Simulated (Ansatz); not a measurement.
The same path of C₂H₈BFO (13 atoms, charge 0, multiplicity 1) was run twice with different band settings. Lost on the way: B1–H2, O8–H13. Made: H2–H13.

Computed with RKS B3LYP-D4/6-31G* in Ansatz 0.2.0.

Relaxed end points:

```xyz
13
Properties=species:S:1:pos:R:3
B -0.445 -0.253 0.546
H -1.172 -0.925 1.242
F 0.886 -0.618 0.601
C -0.981 0.293 -0.845
H -1.108 -0.552 -1.536
H -1.961 0.779 -0.754
H -0.294 0.994 -1.338
O -0.435 1.198 1.620
C 0.645 2.132 1.389
H 1.606 1.610 1.385
H 0.459 2.570 0.409
H 0.617 2.911 2.156
H -0.339 0.817 2.509
```

```xyz
13
Properties=species:S:1:pos:R:3
B 0.157 0.636 -0.257
H -1.874 -0.034 3.069
F 1.442 0.327 -0.518
C -0.989 0.022 -1.135
H -0.992 -1.073 -1.051
H -1.977 0.390 -0.847
H -0.828 0.245 -2.197
O -0.127 1.472 0.770
C 0.878 2.049 1.602
H 1.877 1.687 1.344
H 0.843 3.138 1.489
H 0.652 1.795 2.642
H -1.584 0.302 2.472
```

Common settings: movable images 7; climbing image yes; optimiser quadratic models (default); start path through a guess of the saddle point; force threshold 0.05 eV/Å; end points relaxed.

| run | spring | iteration limit |
| --- | --- | --- |
| 1 | 5.0 eV/Å² | 32 |
| 2 | 0.1 eV/Å² | 54 |

(1) What does each run give, and how far can it be trusted?

## Answers

(1) Run 1: converged after 23 iterations, highest image 1.095 eV above the first end. Neighbouring images differ by up to 2.1 eV, so the band resolves the path poorly. A vibrational analysis at the climbing image gives one clearly imaginary mode, 1485i cm⁻¹: a first-order saddle point.
Run 2: converged after 23 iterations, highest image 1.095 eV above the first end. Neighbouring images differ by up to 2.1 eV, so the band resolves the path poorly. Another band between the same ends (7 images) ends at a top of the same energy, where a vibrational analysis finds 1 clearly imaginary mode.
The orbitals stay closed-shell, which can raise the energy where a bond breaks towards radicals; this wasn't checked here.
